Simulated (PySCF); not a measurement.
PySCF input for V(OH)2 (H2O2V), SMILES [OH][V][OH] (connectivity only; charge and spin as stated), neutral, multiplicity 4, TDA-ωB97X/def2-SVPD. Coordinates come from a PBE0-D3(BJ)/def2-TZVP optimisation. The multiplicity is an assumed one; other spin states were not compared. Other conformers were not sampled.

```python
import numpy as np
from pyscf import gto, scf, dft, tdscf

mol = gto.M(
    atom='''
    V     0.00000000    0.00000000    0.00000000
    O     0.00000000    0.00000000    1.77443746
    H     0.00000000    0.00000000    2.72604606
    O     0.00000000    0.00000000   -1.77443746
    H     0.00000000    0.00000000   -2.72604606
    ''',
    basis='def2-SVPD',
    charge=0,
    spin=3,
    max_memory=1600,
    verbose=4,
)
mf = dft.UKS(mol, xc='wb97x').density_fit(auxbasis='def2-universal-jkfit')
mf.grids.level = 3
mf.conv_tol = 1e-9
mf.max_cycle = 100
mf.kernel()
fine, coarse = mf.grids, dft.Grids(mol).set(level=1).build(with_non0tab=True)
for _ in range(3):  # follow internal instabilities
    mf.grids = coarse
    mo, _, stable, _ = mf.stability(return_status=True, nroots=4)
    mf.grids = fine
    if stable:
        break
    mf.kernel(mf.make_rdm1(mo, mf.mo_occ))
mf.grids = dft.Grids(mol).set(level=1).build(with_non0tab=True)  # coarser grid for the response kernel
td = tdscf.TDA(mf)
td.nstates = 10
td.conv_tol = 1e-4
td.positive_eig_threshold = 1e-6
td.kernel(x0=td.get_init_guess(mf, 15))
td.analyze()
```

It prints:

```
PySCF version 2.14.0

[INPUT] verbose = 4
[INPUT] num. atoms = 5
[INPUT] num. electrons = 41
[INPUT] charge = 0
[INPUT] spin (= nelec alpha-beta = 2S) = 3
[INPUT] symmetry False subgroup None
[INPUT] Mole.unit = angstrom
[INPUT] Symbol           X                Y                Z      unit          X                Y                Z       unit  Magmom
[INPUT]  1 V      0.000000000000   0.000000000000   0.000000000000 AA    0.000000000000   0.000000000000   0.000000000000 Bohr   0.0
[INPUT]  2 O      0.000000000000   0.000000000000   1.774437460000 AA    0.000000000000   0.000000000000   3.353200824569 Bohr   0.0
[INPUT]  3 H      0.000000000000   0.000000000000   2.726046060000 AA    0.000000000000   0.000000000000   5.151480456350 Bohr   0.0
[INPUT]  4 O      0.000000000000   0.000000000000  -1.774437460000 AA    0.000000000000   0.000000000000  -3.353200824569 Bohr   0.0
[INPUT]  5 H      0.000000000000   0.000000000000  -2.726046060000 AA    0.000000000000   0.000000000000  -5.151480456350 Bohr   0.0

nuclear repulsion = 139.094248873855
number of shells = 38
number of NR pGTOs = 162
number of NR cGTOs = 96
basis = def2-SVPD
ecp = {}


[settings echo left out]
init E= -1094.89922665075
  alpha nocc = 22  HOMO = -0.218731997465342  LUMO = -0.188353171241438
  beta  nocc = 19  HOMO = -0.526253593538181  LUMO = -0.262621787359133

WARN: HOMO -0.218731997465342 >= LUMO -0.262621787359133

cycle= 1 E= -1095.27561941779  delta_E= -0.376  |g|= 0.641  |ddm|=  2.3
  alpha nocc = 22  HOMO = -0.263528878007863  LUMO = 0.10333224462329
  beta  nocc = 19  HOMO = -0.273615540843481  LUMO = -0.00110353960623222
  HOMO = -0.263528878008  LUMO = -0.00110353960623  gap/eV = 7.14096
cycle= 2 E= -1095.19271971205  delta_E= 0.0829  |g|= 0.831  |ddm|= 0.922
  alpha nocc = 22  HOMO = -0.246658688917881  LUMO = 0.095930247622952
  beta  nocc = 19  HOMO = -0.420902793838072  LUMO = 0.000801183948874851
  HOMO = -0.246658688918  LUMO = 0.000801183948875  gap/eV = 6.73373
cycle= 3 E= -1095.43698710059  delta_E= -0.244  |g|= 0.0958  |ddm|= 0.516
  alpha nocc = 22  HOMO = -0.284685877926693  LUMO = 0.0834659965003575
  beta  nocc = 19  HOMO = -0.425349214637762  LUMO = -0.0254711341466427
  HOMO = -0.284685877927  LUMO = -0.0254711341466  gap/eV = 7.05359
cycle= 4 E= -1095.44270695803  delta_E= -0.00572  |g|= 0.0385  |ddm|= 0.188
  alpha nocc = 22  HOMO = -0.279271819068541  LUMO = 0.0865274278037216
  beta  nocc = 19  HOMO = -0.420367070041747  LUMO = -0.0212354929393959
  HOMO = -0.279271819069  LUMO = -0.0212354929394  gap/eV = 7.02153
cycle= 5 E= -1095.44411716641  delta_E= -0.00141  |g|= 0.0114  |ddm|= 0.0706
  alpha nocc = 22  HOMO = -0.282589365890755  LUMO = 0.0846111909889569
  beta  nocc = 19  HOMO = -0.42025779965686  LUMO = -0.020412871660568
  HOMO = -0.282589365891  LUMO = -0.0204128716606  gap/eV = 7.13419
cycle= 6 E= -1095.44454659351  delta_E= -0.000429  |g|= 0.00452  |ddm|= 0.0815
  alpha nocc = 22  HOMO = -0.283053859539979  LUMO = 0.0839168063105999
  beta  nocc = 19  HOMO = -0.419548277328601  LUMO = -0.019566220337107
  HOMO = -0.28305385954  LUMO = -0.0195662203371  gap/eV = 7.16986
cycle= 7 E= -1095.44460495041  delta_E= -5.84e-05  |g|= 0.000894  |ddm|= 0.045
  alpha nocc = 22  HOMO = -0.282974696398558  LUMO = 0.0838882443057312
  beta  nocc = 19  HOMO = -0.419322025056411  LUMO = -0.0194058138931341
  HOMO = -0.282974696399  LUMO = -0.0194058138931  gap/eV = 7.17207
cycle= 8 E= -1095.44460653257  delta_E= -1.58e-06  |g|= 0.000121  |ddm|= 0.0101
  alpha nocc = 22  HOMO = -0.282994729201334  LUMO = 0.0839157061132374
  beta  nocc = 19  HOMO = -0.419292901457329  LUMO = -0.0193508320303621
  HOMO = -0.282994729201  LUMO = -0.0193508320304  gap/eV = 7.17412
cycle= 9 E= -1095.44460656316  delta_E= -3.06e-08  |g|= 2.72e-05  |ddm|= 0.000661
  alpha nocc = 22  HOMO = -0.282990150152891  LUMO = 0.0839242926446646
  beta  nocc = 19  HOMO = -0.419284738389023  LUMO = -0.0193320553666911
  HOMO = -0.282990150153  LUMO = -0.0193320553667  gap/eV = 7.17450
cycle= 10 E= -1095.44460656526  delta_E= -2.11e-09  |g|= 7.84e-06  |ddm|= 0.000114
  alpha nocc = 22  HOMO = -0.282990222131901  LUMO = 0.0839248743493695
  beta  nocc = 19  HOMO = -0.41928202511689  LUMO = -0.0193306600093077
  HOMO = -0.282990222132  LUMO = -0.0193306600093  gap/eV = 7.17454
cycle= 11 E= -1095.44460656547  delta_E= -2.09e-10  |g|= 2.73e-06  |ddm|= 2.99e-05
  alpha nocc = 22  HOMO = -0.282990572072126  LUMO = 0.0839243938186369
  beta  nocc = 19  HOMO = -0.419281673851892  LUMO = -0.0193313396981116
  HOMO = -0.282990572072  LUMO = -0.0193313396981  gap/eV = 7.17453
Extra cycle  E= -1095.44460656549  delta_E= -1.86e-11  |g|= 1.6e-06  |ddm|= 8.67e-06
converged SCF energy = -1095.44460656549  <S^2> = 3.7566094  2S+1 = 4.0033033
tot grids = 22864
uhf_internal: lowest eigs of H = [0.03765917 0.03770253 0.06192007 0.06194713]
<class 'pyscf.df.df_jk.DFUKS'> wavefunction is stable in the internal stability analysis
tot grids = 22864
Overwritten attributes  positive_eig_threshold  of <class 'pyscf.tdscf.uks.TDA'>


******** <class 'pyscf.tdscf.uks.TDA'> for <class 'pyscf.df.df_jk.DFUKS'> ********
nstates = 10
deg_eia_thresh = 1.000e-03
wfnsym = None
conv_tol = 0.0001
eigh lindep = 1e-12
eigh level_shift = 0
eigh max_cycle = 100


Excitation energies (eV)
[0.90076452 0.90076452 1.02383088 1.02383088 1.66398216 1.66398216
 4.86432249 4.9319027  4.93194031 4.98759406]

** Excitation energies and oscillator strengths **
Excited State   1:      0.90076 eV   1376.43 nm  f=0.0000
      20a ->   24a     -0.20851
      20a ->   25a     -0.66911
      21a ->   24a      0.67673
      21a ->   25a     -0.21088
Excited State   2:      0.90076 eV   1376.43 nm  f=0.0000
      20a ->   24a     -0.66911
      20a ->   25a      0.20851
      21a ->   24a     -0.21088
      21a ->   25a     -0.67673
Excited State   3:      1.02383 eV   1210.98 nm  f=0.0000
      20a ->   24a     -0.29866
      21a ->   25a      0.28067
      22a ->   24a      0.65167
      22a ->   25a     -0.61829
Excited State   4:      1.02383 eV   1210.98 nm  f=0.0000
      20a ->   25a     -0.29866
      21a ->   24a     -0.28067
      22a ->   24a     -0.61829
      22a ->   25a     -0.65167
Excited State   5:      1.66398 eV    745.11 nm  f=0.0000
      20a ->   24a      0.60700
      20a ->   25a     -0.18910
      21a ->   24a     -0.18915
      21a ->   25a     -0.60714
      22a ->   24a      0.31148
      22a ->   25a     -0.29600
Excited State   6:      1.66398 eV    745.11 nm  f=0.0000
      20a ->   24a     -0.18910
      20a ->   25a     -0.60700
      21a ->   24a     -0.60714
      21a ->   25a      0.18915
      22a ->   24a      0.29600
      22a ->   25a      0.31148
Excited State   7:      4.86432 eV    254.88 nm  f=0.0000
      16a ->   25a      0.11521
      17a ->   24a      0.11521
      22a ->   23a      0.94448
      22a ->   35a      0.24379
Excited State   8:      4.93190 eV    251.39 nm  f=0.0000
      21a ->   23a     -0.90357
      21a ->   35a     -0.40463
Excited State   9:      4.93194 eV    251.39 nm  f=0.0000
      20a ->   23a     -0.90352
      20a ->   35a     -0.40468
Excited State  10:      4.98759 eV    248.59 nm  f=0.1229
      22a ->   26a     -0.90466
      22a ->   27a      0.24063
      22a ->   33a      0.15664
      22a ->   34a     -0.19515
      19b ->   20b      0.17593

** Transition electric dipole moments (AU) **
state          X           Y           Z        Dip. S.      Osc.
  1        -0.0000      0.0000      0.0000      0.0000      0.0000
  2         0.0000      0.0000     -0.0000      0.0000      0.0000
  3         0.0000     -0.0000      0.0000      0.0000      0.0000
  4        -0.0000     -0.0000     -0.0000      0.0000      0.0000
  5        -0.0000     -0.0000      0.0000      0.0000      0.0000
  6         0.0000      0.0000     -0.0000      0.0000      0.0000
  7        -0.0000     -0.0000      0.0000      0.0000      0.0000
  8        -0.0000      0.0000      0.0000      0.0000      0.0000
  9         0.0000      0.0000      0.0000      0.0000      0.0000
 10        -0.8434      0.5430     -0.0000      1.0061      0.1229

** Transition velocity dipole moments (imaginary part, AU) **
state          X           Y           Z        Dip. S.      Osc.
  1        -0.0000      0.0000      0.0000      0.0000      0.0000
  2         0.0000      0.0000     -0.0000      0.0000      0.0000
  3        -0.0000     -0.0000     -0.0000      0.0000      0.0000
  4        -0.0000     -0.0000     -0.0000      0.0000      0.0000
  5        -0.0000      0.0000      0.0000      0.0000      0.0000
  6        -0.0000     -0.0000     -0.0000      0.0000      0.0000
  7        -0.0000     -0.0000      0.0000      0.0000      0.0000
  8        -0.0000      0.0000      0.0000      0.0000      0.0000
  9         0.0000     -0.0000      0.0000      0.0000      0.0000
 10        -0.0790      0.0508     -0.0000      0.0088      0.0321

** Transition magnetic dipole moments (imaginary part, AU) **
state          X           Y           Z
  1        -0.0105      0.0169     -0.0000
  2        -0.0169     -0.0105      0.0000
  3         1.2651      0.7883     -0.0000
  4         0.7883     -1.2651     -0.0000
  5        -0.6621     -0.4118     -0.0000
  6         0.4118     -0.6621      0.0000
  7         0.0000     -0.0000      0.0000
  8        -0.0000     -0.0000      0.0000
  9         0.0000      0.0000      0.0000
 10         0.0000      0.0000     -0.0000
```

Self-consistency was reached.
